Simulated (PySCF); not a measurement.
# Working with the constants of SbH

UHF-CCSD(T) constants of SbH, ³Σ⁻ (triplet), unpaired electrons π ↑↑ (PySCF, scalar-relativistic core potentials, basis sets Sb def2-SVPD with ECP28, H def2-SVPD; masses 120.9038 and 1.0078 u):

| Property | Result |
| --- | --- |
| ωe | 1887.8 cm⁻¹ |
| ωexe | 34.5 cm⁻¹ |
| Be | 5.6673 cm⁻¹ |
| αe | 0.155 cm⁻¹ |
| D (centrifugal) | 0.000204 cm⁻¹ |
| De to Sb + H | 2.35 eV |

Task: Give the vibrational terms G(v) and spacings up to v = 6.

Result: G(v) = ωe(v+½) − ωexe(v+½)².

```csv
v,G(v) (cm⁻¹),G(v) − G(v−1),Bv (cm⁻¹)
0,935,,5.590
1,2754,1819,5.435
2,4504,1750,5.280
3,6185,1681,5.125
4,7796,1612,4.970
5,9339,1543,4.815
6,10813,1474,4.660
```

Task: How well does the Morse estimate ωe²/(4ωexe) reproduce De, and what is D0?

Result: It gives 3.20 eV, 136 % of the computed De. D0 = De − G(0) = 2.35 − 0.12 = 2.23 eV.

Correlated steps freeze 4 core orbitals. Correlated levels converge slowly with the basis: in double zeta they bind strong bonds too weakly, by up to about 1 eV, and carry superposition errors of some tenths. These are scalar-relativistic numbers at best; spin–orbit coupling would shift them, the dissociation energy most. The state was picked by a PBE0 search and need not be the measured ground state.
